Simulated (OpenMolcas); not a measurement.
**Ru2+: moving or changing the point charges**

Ru2+ among 6 point charges of -1.7 e arranged as an octahedron (Oh), 2.01 Å from the ion.
```
   2.0100    0.0000    0.0000  -1.70
   0.0000    2.0100    0.0000  -1.70
  -2.0100    0.0000    0.0000  -1.70
   0.0000   -2.0100    0.0000  -1.70
   0.0000    0.0000    2.0100  -1.70
   0.0000    0.0000   -2.0100  -1.70
```

* Program: OpenMolcas
* Method: CASSCF
* Basis: ANO-RCC-VDZP [6s5p3d1f]
* Scalar Hamiltonian: DKH2, point nucleus
* Active space: 6 electrons in 5 orbitals (4d)
* State averaging: 2S+1 = 5 even, 5 roots; 2S+1 = 3 even, 45 roots; 2S+1 = 1 even, 50 roots
* Spin-orbit coupling: RASSI with atomic mean-field integrals over the reference wave functions

Runs around this geometry, states (labels of O, the rotations of Oh). Energies in cm-1 above the lowest state or level, χT in cm3 K/mol; under a threefold ground state the first gap can be a small split of the lowest multiplet, not the spin-orbit step.

```csv
R (Å),q (e),Ground state,First state of that spin,First gap with spin-orbit (degeneracies),χT at 300 K,First state of another spin
2.01,-1.1,5T2,5E 8017,"387.2 (3, 2)",4.354,3T1 11916
2.01,-1.7,5T2,5E 12467,"354.1 (3, 2)",4.259,1A1 7380
2.11,-1.7,5T2,5E 10141,"376.9 (3, 2)",4.301,3T1 10399
```

Taking the first state of the same spin as R^-n, n = -ln(10141 / 12467) / ln(2.11 / 2.01) = 4.3 between the shortest and longest distance.

Scaling the charges by -1.1 / -1.7 = 0.65 scales the first state of the same spin by 8017 / 12467 = 0.64; with fixed orbitals a first-order splitting would follow the charge.

An orbital triplet at a regular site is open to Jahn-Teller coupling, which can distort the site and quench the lowest spin-orbit gaps and is left out. Without dynamic correlation the repulsion within the d shell is too large (B by tens of per cent), so at a given field states of lower spin stand too high. Point charges give a weaker field than real ligands, and real ions of this kind are as a rule low spin; the high spin found here belongs to the model. This shell can be high or low spin here, a state of another spin lies low, and with metal d orbitals alone active their balance is uncertain, so the ground spin may be wrong (holds for R = 2.01, q = -1.7). Point charges carry no covalency, so the field is a model and not that of real ligands. No measured value stands beside these numbers.
